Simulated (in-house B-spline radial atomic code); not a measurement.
Checks on a self-consistent run for Dy5+, [Kr] 4d10 4f8 5s2 5p4 8d1. Computed with a B-spline radial code for spherical atoms: Dirac-Hartree-Fock, average of configuration, Fermi nucleus of rms radius 5.2218 fm.

```json
{"orbital": "1s1/2", "q": "2", "ε (Eh)": "-1991.67385", "<1/r>": "74.5526", "<r²>": "0.000609291", "small-component weight": "0.060737"}
{"orbital": "2s1/2", "q": "2", "ε (Eh)": "-338.81351", "<1/r>": "17.877", "<r²>": "0.00944803", "small-component weight": "0.013517"}
{"orbital": "2p1/2", "q": "2", "ε (Eh)": "-321.59771", "<1/r>": "17.8101", "<r²>": "0.00686339", "small-component weight": "0.013523"}
{"orbital": "2p3/2", "q": "4", "ε (Eh)": "-292.11671", "<1/r>": "15.6092", "<r²>": "0.00808415", "small-component weight": "0.012485"}
{"orbital": "3s1/2", "q": "2", "ε (Eh)": "-79.88971", "<1/r>": "6.54781", "<r²>": "0.0623699", "small-component weight": "0.0043415"}
{"orbital": "3p1/2", "q": "2", "ε (Eh)": "-72.38154", "<1/r>": "6.44985", "<r²>": "0.0580875", "small-component weight": "0.0042678"}
{"orbital": "3p3/2", "q": "4", "ε (Eh)": "-66.14357", "<1/r>": "5.89421", "<r²>": "0.064915", "small-component weight": "0.0039825"}
{"orbital": "3d3/2", "q": "4", "ε (Eh)": "-53.42131", "<1/r>": "5.759", "<r²>": "0.051595", "small-component weight": "0.0038403"}
{"orbital": "3d5/2", "q": "6", "ε (Eh)": "-52.07632", "<1/r>": "5.62165", "<r²>": "0.053499", "small-component weight": "0.0037573"}
{"orbital": "4s1/2", "q": "2", "ε (Eh)": "-19.28695", "<1/r>": "2.71856", "<r²>": "0.315222", "small-component weight": "0.001364"}
{"orbital": "4p1/2", "q": "2", "ε (Eh)": "-16.25128", "<1/r>": "2.60699", "<r²>": "0.331737", "small-component weight": "0.0012822"}
{"orbital": "4p3/2", "q": "4", "ε (Eh)": "-14.83513", "<1/r>": "2.42845", "<r²>": "0.367095", "small-component weight": "0.0011894"}
{"orbital": "4d3/2", "q": "4", "ε (Eh)": "-9.79615", "<1/r>": "2.21117", "<r²>": "0.414996", "small-component weight": "0.0010184"}
{"orbital": "4d5/2", "q": "6", "ε (Eh)": "-9.53411", "<1/r>": "2.16478", "<r²>": "0.429175", "small-component weight": "0.00099043"}
{"orbital": "4f5/2", "q": "3.4286", "ε (Eh)": "-3.63931", "<1/r>": "1.72685", "<r²>": "0.644415", "small-component weight": "0.00066295"}
{"orbital": "4f7/2", "q": "4.5714", "ε (Eh)": "-3.60202", "<1/r>": "1.70968", "<r²>": "0.657131", "small-component weight": "0.00065263"}
{"orbital": "5s1/2", "q": "2", "ε (Eh)": "-4.87919", "<1/r>": "1.07806", "<r²>": "1.69184", "small-component weight": "0.00031138"}
{"orbital": "5p1/2", "q": "1.3333", "ε (Eh)": "-3.95177", "<1/r>": "0.988906", "<r²>": "1.98348", "small-component weight": "0.00027059"}
{"orbital": "5p3/2", "q": "2.6667", "ε (Eh)": "-3.71770", "<1/r>": "0.932156", "<r²>": "2.1812", "small-component weight": "0.00024854"}
{"orbital": "8d3/2", "q": "0.4", "ε (Eh)": "-0.48315", "<1/r>": "0.155499", "<r²>": "88.5033", "small-component weight": "1.904e-05"}
{"orbital": "8d5/2", "q": "0.6", "ε (Eh)": "-0.48075", "<1/r>": "0.154614", "<r²>": "89.4281", "small-component weight": "1.89e-05"}
```

Electron-electron repulsion V_ee = 4303.9739 hartree.

What total energy follows from the eigenvalues?

The eigenvalues count the repulsion twice, so E = Σqε - V_ee = -7849.070 - 4303.974 = -12153.044 hartree; the run printed -12153.044.

Does the Dirac virial theorem hold?

For a point nucleus E = -2c²Σq·w, with w the small-component weight. Here Σq·w = 0.32353 and c = 137.0360, so the ratio E/(-2c²Σq·w) is 1.000155; the finite nucleus accounts for the departure from 1.

What diamagnetic shielding (Lamb formula) and susceptibility (Langevin formula) do the radii give?

σ = (α²/3)Σq<1/r> = 451.304/(3·137.036²) = 8010.9 ppm, and χ = -0.79199×10⁻⁶·Σq<r²> = -90.45×10⁻⁶ cm³/mol with Σq<r²> = 114.21 bohr². Both are non-relativistic formulas without the paramagnetism of open shells; for so heavy an element the full relativistic shielding is larger by tens of per cent.
